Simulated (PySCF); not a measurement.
**Electron correlation in Si⁺ (silicon, charge +1)**

[Ne] 3s1 3p2, high-spin 4P determinant (an excited configuration). Computed with PySCF 2.14 in dyall-acv3z (19s12p6d4f, 113 functions), with the spin-free X2C one-electron Hamiltonian (Gaussian nucleus). Frozen: [Ne]; 3 electrons correlated; the 23 highest virtual orbitals of each spin left out.

| level | correlation energy (mhartree) |
| --- | --- |
| CCSD | -15.48 |
| (T) | -0.11 |
| CCSD(T) | -15.59 |

Diagnostics: T1 = 0.0029, D1 = 0.0066, largest double amplitude 0.040.

Cost of the coupled-cluster step: of the order of 23 core-seconds, for 3 correlated electrons.

Iterations:

```
CC2 = 0
CCSD nocc = (np.int64(3), np.int64(0)), nmo = (85, 85)
frozen orbitals [[0, 1, 2, 3, 4, 90, 91, 92, 93, 94, 95, 96, 97, 98, 99, 100, 101, 102, 103, 104, 105, 106, 107, 108, 109, 110, 111, 112], [0, 1, 2, 3, 4, 90, 91, 92, 93, 94, 95, 96, 97, 98, 99, 100, 101, 102, 103, 104, 105, 106, 107, 108, 109, 110, 111, 112]]
max_cycle = 100
direct = 0
conv_tol = 1e-08
conv_tol_normt = 1e-06
diis_space = 8
diis_start_cycle = 0
Init t2, MP2 energy = -0.0102108463555926
Init E_corr(UCCSD) = -0.0102108463687092
cycle = 1  E_corr(UCCSD) = -0.0134904058131049  dE = -0.00327955944  norm(t1,t2) = 0.027731
cycle = 2  E_corr(UCCSD) = -0.0146838757389794  dE = -0.00119346993  norm(t1,t2) = 0.0113149
cycle = 3  E_corr(UCCSD) = -0.0154842395095114  dE = -0.000800363771  norm(t1,t2) = 0.00484094
cycle = 4  E_corr(UCCSD) = -0.0154751719050924  dE = 9.06760442e-06  norm(t1,t2) = 0.000412621
cycle = 5  E_corr(UCCSD) = -0.0154767084499839  dE = -1.53654489e-06  norm(t1,t2) = 5.617e-05
cycle = 6  E_corr(UCCSD) = -0.0154762806891411  dE = 4.27760843e-07  norm(t1,t2) = 8.08191e-06
cycle = 7  E_corr(UCCSD) = -0.0154764979172435  dE = -2.17228102e-07  norm(t1,t2) = 1.26393e-06
cycle = 8  E_corr(UCCSD) = -0.015476435728582  dE = 6.21886614e-08  norm(t1,t2) = 3.1104e-07
cycle = 9  E_corr(UCCSD) = -0.0154764417116415  dE = -5.9830595e-09  norm(t1,t2) = 6.69425e-08
UCCSD converged
E(UCCSD) = -289.0542239920364  E_corr = -0.01547644171164153
UCCSD(T) correction = -0.000113129875562269
```
